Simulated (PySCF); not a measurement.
B₂F₄, SMILES FB(F)B(F)F.

Coordinates come from a PBE0-D3(BJ)/def2-SVP optimisation. The values are those of a single conformer.

Two levels are set side by side: TDA-PBE/def2-SVPD (PySCF) and TDA-M06-2X/def2-SVPD (PySCF). Vertical, same geometry. The lowest singlet is HOMO→LUMO 97 % with PBE and HOMO→LUMO 95 % with the other functional; states are paired by order. Differences are taken from unrounded values.

```csv
quantity,TDA-M06-2X
lowest singlet excitation (eV),7.78
lowest triplet excitation (TDA) (eV),6.61
first bright state (f over 0.05) (eV),7.78
its oscillator strength,0.06
```

**Question.** What does TDA-PBE give, and how far is it from TDA-M06-2X? (An estimate is asked for; the answer gives what the named calculation found.)

**Answer.** 
```json
[
 {"quantity": "lowest singlet excitation (eV)", "TDA-PBE": "7.05", "TDA-PBE minus TDA-M06-2X": "-0.72"},
 {"quantity": "lowest triplet excitation (TDA) (eV)", "TDA-PBE": "5.84", "TDA-PBE minus TDA-M06-2X": "-0.77"},
 {"quantity": "first bright state (f over 0.05) (eV)", "TDA-PBE": "8.96", "TDA-PBE minus TDA-M06-2X": "1.18"},
 {"quantity": "its oscillator strength", "TDA-PBE": "0.20", "TDA-PBE minus TDA-M06-2X": "0.13"}
]
```

Functionals without exact exchange tend to place singlet excitations lower, as here. Differences between two approximate levels are no errors against the true value.

Rough cost on one machine, each run with all the roots and properties that it gave: TDA-M06-2X against TDA-PBE about 10 times.
